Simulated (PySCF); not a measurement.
Ga(F)2(OSiH3) (F2GaH3OSi), SMILES [SiH3][O][Ga]([F])[F].

Coordinates come from a PBE-D3(BJ)/def2-SVP optimisation. The structure was generated by enumeration; whether it is a known compound was not checked. One conformer was computed; it need not be the lowest.

The numbers are results of PBE-D3(BJ)/def2-SVP in PySCF, not measurements.

Frequencies are harmonic and unscaled.

```
mode  ν (cm⁻¹)  IR (km/mol)    moving atoms (share of kinetic energy)
----  --------  -----------  ----------------------------------------
1           33          0.0                             H 89 %, F 8 %
2           61          0.0           O 48 %, F 21 %, H 17 %, Si 10 %
3           65          1.1            F 46 %, Si 29 %, H 9 %, Ga 8 %
4          174         26.0                   F 75 %, Ga 11 %, Si 9 %
5          188         37.3                   Ga 44 %, F 35 %, O 20 %
6          194         21.1          O 30 %, F 28 %, Ga 23 %, Si 13 %
7          511          5.4  O 40 %, Si 25 %, Ga 13 %, F 12 %, H 10 %
8          680         32.7                   F 69 %, Ga 15 %, H 14 %
9          693         46.2                            H 84 %, Si 9 %
10         704         57.1            H 66 %, O 12 %, F 10 %, Si 9 %
11         731         68.1                           F 71 %, Ga 28 %
12         911         65.2                                    H 96 %
13         915         61.3                                    H 96 %
14         946        606.2                   O 38 %, H 37 %, Si 24 %
15         970         12.6                            H 55 %, O 42 %
16        2161         74.8                                    H 98 %
17        2166        132.2                                    H 96 %
18        2193        109.2                                    H 96 %
```
